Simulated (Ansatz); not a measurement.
Geometry optimisation, RKS B3LYP-D4/def2-SVP in Ansatz.

The input (input.yaml):

```yaml
crystal:
  periodic: [false, false, false]
  atoms:
    - { symbol: Ga, position_ang: [0.0, 0.0, 0.0] }
    - { symbol: H, position_ang: [0.0, 0.0, 1.57] }
    - { symbol: H, position_ang: [1.3596, 0.0, -0.785] }
    - { symbol: O, position_ang: [-1.5501, 0.0, -0.895] }
    - { symbol: H, position_ang: [-2.0598, -0.8467, -0.6865] }
basis:
  gaussian: { orbitals: def2-SVP }
hamiltonian:
  xc: b3lyp
  dispersion: d4
relax:
  f_tol: 0.02
  max_steps: 40
```

Launched with:

```bash
$ ansatz run input.yaml --threads 1 --pin off --max-ram 2048MiB --backend cpu --events-out ev --progress --plain --runs-dir out
```

Q: Where does it end, and by what steps?

A: The run converged. After 5 steps the energy has fallen by 0.289 eV; O4 moved furthest, 0.42 Å.

```json
{"step": "0", "energy less start (eV)": "0.0000", "largest force component (eV/Å)": "1.844", "accepted": "yes"}
{"step": "1", "energy less start (eV)": "-0.0288", "largest force component (eV/Å)": "2.263", "accepted": "yes"}
{"step": "2", "energy less start (eV)": "-0.2574", "largest force component (eV/Å)": "0.512", "accepted": "yes"}
{"step": "3", "energy less start (eV)": "-0.2886", "largest force component (eV/Å)": "0.048", "accepted": "yes"}
{"step": "4", "energy less start (eV)": "-0.2891", "largest force component (eV/Å)": "0.025", "accepted": "yes"}
{"step": "5", "energy less start (eV)": "-0.2892", "largest force component (eV/Å)": "0.004", "accepted": "yes"}
```

```xyz
5
Properties=species:S:1:pos:R:3
Ga 0.070 -0.064 0.006
H -0.100 -0.088 1.566
H 1.359 0.188 -0.837
O -1.380 -0.361 -1.009
H -2.199 -0.522 -0.523
```

Whether the end is a true minimum wasn't checked by a vibrational analysis.

The run took 13 s on 1 thread of Arm Neoverse V1, on a shared host, peak memory 0.11 GiB.
